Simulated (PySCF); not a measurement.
A PySCF script (with the pyscf-properties extension) for the NMR shieldings of `FB(C1=CC(=O)C1)F`, C4H3BF2O, on a GFN2-xTB geometry:

```python
import basis_set_exchange as bse
import numpy as np
from pyscf import gto, dft
from pyscf.prop import nmr

atoms = """
O    -2.849822    0.318464   -0.538896
C    -1.666923    0.214646   -0.426892
C    -0.528816    1.127455   -0.161604
C     0.376479    0.122130   -0.221501
B     1.917585    0.063472   -0.066996
F     2.645977    1.132040    0.178133
F     2.601240   -1.055919   -0.170874
C    -0.666332   -0.954405   -0.501588
H    -0.446720    2.185213    0.011509
H    -0.782335   -1.711982    0.270871
H    -0.594908   -1.438443   -1.473473
"""
names = dict.fromkeys(["O", "C", "B", "F", "H"], "pcSseg-1")
basis = {el: gto.basis.parse(bse.get_basis(n, elements=[el], fmt="nwchem")) for el, n in names.items()}
mol = gto.M(atom=atoms, basis=basis, charge=0, verbose=0)
mf = dft.RKS(mol, xc="PBE0")
mf.grids.level = 2
mf.grids.alignment = dft.numint.BLKSIZE   # the property module wants whole blocks of grid points
mf.conv_tol = 1e-9
mf.kernel()

calc = nmr.RKS(mf)   # GIAO
C = mf.mo_coeff
Co = C[:, mf.mo_occ > 0]
resp = mf.gen_response(singlet=True, hermi=2)
def vind(x):   # induced exchange potential for any number of trial vectors
    d = np.einsum("pi,xij,qj->xpq", C, 2 * x.reshape(-1, C.shape[1], Co.shape[1]), Co, optimize=True)
    return np.einsum("xpq,pi,qj->xij", resp(d - d.transpose(0, 2, 1)), C, Co, optimize=True).ravel()
mo1, _ = nmr.rhf.solve_mo1(calc, with_cphf=vind)
sigma = calc.kernel(mo1)
for i, s in enumerate(sigma):   # ppm
    w = np.linalg.eigvalsh((s + s.T) / 2)
    print("%2d %-2s iso %8.1f  s11 %8.1f  s22 %8.1f  s33 %8.1f" % (i, mol.atom_pure_symbol(i), w.mean(), *w))
```

Task: What are the results?

Result: 
```
 0 O  iso   -332.5  s11   -960.8  s22   -343.7  s33    307.2
 1 C  iso     -5.3  s11    -91.2  s22    -14.9  s33     90.1
 2 C  iso     19.0  s11   -102.4  s22     41.7  s33    117.6
 3 C  iso     15.5  s11   -120.6  s22     -7.3  s33    174.4
 4 B  iso     78.4  s11     73.5  s22     80.4  s33     81.3
 5 F  iso    247.5  s11     86.9  s22    280.5  s33    375.1
 6 F  iso    246.8  s11     86.9  s22    282.2  s33    371.4
 7 C  iso    132.8  s11     99.3  s22    143.7  s33    155.5
 8 H  iso     24.5  s11     21.5  s22     24.2  s33     27.9
 9 H  iso     28.2  s11     25.5  s22     27.8  s33     31.5
10 H  iso     28.2  s11     25.5  s22     27.8  s33     31.5
```

These numbers come from an equivalent density-fitted implementation of the same equations, which agrees with the script to about 0.01 ppm for H and up to a few tenths of a ppm for heavy atoms, so last digits may differ.

Size and cost of the density-fitted run: 151 basis functions, 73 s wall time (58 s CPU) on 1 thread of an Intel Xeon, shared host; peak memory 0.7 GiB.
